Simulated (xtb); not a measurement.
A run for xtb: GFN1-xTB on CH5FSe (a complex), monomers drawn apart or pushed together.

```
$ xtb mol.xyz --gfn 1 --sp --chrg 0 --uhf 0
8

C     -0.24367259    -0.09483055    -0.40008142
F      0.25328633    -1.22183524     0.25290307
H      0.49330603     0.23447330    -1.13322222
H     -1.17646022    -0.36450977    -0.89614617
H     -0.41956330     0.68409243     0.34183621
Se    -0.23964647    -0.42058292     3.05357362
H      0.32444128     0.25451062     4.23293930
H      1.09615607    -0.69410355     2.50992619
```

Q: Predict the final total energy.

A: -13.2903 hartree.
